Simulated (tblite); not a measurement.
Species: C₆H₉F₂ (doublet state).
Structure used (GFN2-xTB), in Å, numbered top down from 1:
```
atom  x, y, z in Å
C1     2.666   -0.749    0.374
C2     1.666    0.193    0.846
C3     0.439    0.577    0.719
C4    -0.598   -0.027   -0.233
C5    -1.789   -0.579    0.544
C6    -1.043    1.055   -1.214
F7    -1.870    0.540   -2.162
F8    -1.749    2.032   -0.596
H9     2.264   -1.424   -0.393
H10    3.512   -0.211   -0.054
H11    3.030   -1.356    1.203
H12    0.039    1.391    1.313
H13   -0.131   -0.819   -0.824
H14   -2.525   -0.993   -0.143
H15   -1.459   -1.363    1.221
H16   -2.260    0.211    1.125
H17   -0.199    1.533   -1.735
```

All values are computed: GFN2-xTB (tblite) harmonic vibrations without scaling, gas phase. Against measured fundamentals such values can be off by several per cent, at times by over 20. One conformer, not necessarily the lowest. Open shells enter through the occupations alone, without spin polarisation, and single modes of such species can be off by tens of per cent.

Harmonic wavenumbers (cm⁻¹): 29.3, 61.8, 69.4, 133.8, 186.8, 208.8, 236.8, 263.4, 386.3, 408.6, 461.3, 507.0, 664.0, 779.9, 865.8, 905.0, 980.7, 999.2, 1022.7, 1028.5, 1035.2, 1085.8, 1107.6, 1132.1, 1216.3, 1265.5, 1273.5, 1285.7, 1298.5, 1374.4, 1408.0, 1435.0, 1449.5, 1486.0, 1489.8, 1815.1, 2870.7, 2885.9, 2960.0, 2992.8, 3000.9, 3011.1, 3029.4, 3042.2, 3047.5.

A = 3466, B = 1061, C = 1039 MHz; mass 119.067 u (most abundant isotopes); point group C1, symmetry number 1; spin multiplicity 2.

Q: What is the zero-point energy?

A: ½Σν̃ = 29099 cm⁻¹ = 83.20 kcal/mol.

Q: What is S at 298.15 K and 1 bar for an ideal gas of classical rigid rotors and harmonic oscillators?

A: Translation 40.26, rotation 28.82, vibration 30.22, spin (R ln 2) 1.38: S = 100.7 cal/(mol K).

Q: And Cp and H(298.15 K) − H(0)?

A: Cp = 35.20 cal/(mol K), of which vibrations give 27.25 (their classical limit is 45 R = 89.4); H(298.15 K) − H(0) = 6.78 kcal/mol without the zero-point energy, 4.41 from vibrations.

Q: What must be added to the electronic energy to get the Gibbs energy at 298.15 K and 1 bar?

A: ZPE + [H(298.15 K) − H(0)] − T·S = 83.20 + 6.78 − 30.02 = 59.96 kcal/mol.

Q: Which modes carry the vibrational entropy at 298.15 K?

A: 29.3 cm⁻¹: 5.88; 61.8 cm⁻¹: 4.40; 69.4 cm⁻¹: 4.17; 133.8 cm⁻¹: 2.89; 186.8 cm⁻¹: 2.26; 208.8 cm⁻¹: 2.05 cal/(mol K); the other 39 give 8.57 together.

Q: Blend soft modes into free rotors: weight 1/[1 + (100 cm⁻¹/ν̃)⁴] for the oscillator and the rest for a rotor with moment μB/(μ + B), μ = h/(8π²ν), B = 10⁻⁴⁴ kg m². What vibrational entropy results?

A: 26.66 cal/(mol K) in place of 30.22, which changes −T·S at 298.15 K by +1.06 kcal/mol.

Hindered rotation and anharmonicity are outside this model. Other conformers, if any are populated, would add a mixing term that is left out. The structure is chiral; the term R ln 2 for an equal mix with its mirror image is left out.
